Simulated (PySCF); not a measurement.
**Excitation energy of S by level of theory**

S [Ne] 3s2 3p4 (3P) → S [Ne] 3s1 3p5 (3P), as a difference of total energies. Calculation: PySCF 2.14, in x2c-QZVPPall with one added diffuse shell each of s, p, d, f type (10s7p5d3f1g, 86 functions); scalar relativity by spin-free X2C-1e. Correlated levels: valence and next inner shell: 1s2 frozen. The calculations carry no spin-orbit coupling.

| method | excitation energy (eV) | error (eV) |
| --- | --- | --- |
| UHF | 11.584 | +2.656 |
| MP2 (valence and next inner shell) | 10.543 | +1.615 |
| SCS-MP2 (valence and next inner shell) | 10.418 | +1.490 |
| CCSD (valence and next inner shell) | 9.748 | +0.820 |
| CCSD(T) (valence and next inner shell) | 9.114 | +0.186 |

Reference: 8.928 eV (measured; NIST levels, between the centres of gravity of the two terms).

Errors of the correlated levels include the incompleteness of this basis and the frozen core.

The upper state lies above the first ionisation limit, where it may autoionise and the basis confines it.

The coupled-cluster amplitudes are large for the upper state (T1 above 0.03 or a double amplitude above 0.15), so a single reference is strained.
